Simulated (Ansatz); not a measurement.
`O[SiH2][SiH2]O` + `B[BH][GeH3]` → `O[SiH2][BH][GeH3]` + `B[SiH2]O`  (redistribution)

Calculated with Ansatz (gas phase, PBE0-D4/def2-TZVP geometries, no zero-point term in ΔE). CCSD(T)/CBS adds triple-zeta CCSD(T) − MP2 to the extrapolated MP2 energy (def2 sets, frozen cores). DFT in def2-TZVPP. For Ge outer-core shells are correlated without core-valence functions, which leaves a few kJ/mol of doubt a bond. Scalar relativity is left out up to krypton. Each species was taken in one conformer, which may not be the lowest.

```json
{"species": "`O[SiH2][SiH2]O`", "ωB97M-V energy (Eh)": "-733.11067"}
{"species": "`B[BH][GeH3]`", "ωB97M-V energy (Eh)": "-2130.08635"}
{"species": "`O[SiH2][BH][GeH3]`", "ωB97M-V energy (Eh)": "-2470.63097"}
{"species": "`B[SiH2]O`", "ωB97M-V energy (Eh)": "-392.54862"}
```

(1) Work out ΔE.

Largest T1 diagnostic among the species: 0.013.

## Answers

(1) ΔE = (-2470.63097) + (-392.54862) − (-733.11067) − (-2130.08635) = 0.01743 Eh = +10.9 kcal/mol. CCSD(T)/CBS gives +9.7 kcal/mol.

From PBE to PBE0 (25 % exact exchange), in def2-TZVPP and without D4, ΔE moves by −1.1 kcal/mol. Leaving LDA and LC-ωPBE aside and taking each functional with its dispersion term where it has one, the values, not all of them listed here, spread over 2.6 kcal/mol, from ωB97X-V to PBE-D4. LDA lies +1.8 kcal/mol from PBE without D4. In def2-TZVPP, CCSD(T) changes the Hartree–Fock value by +1.7 kcal/mol (the triples alone add +0.4 kcal/mol) and MP2 by +2.4 kcal/mol.
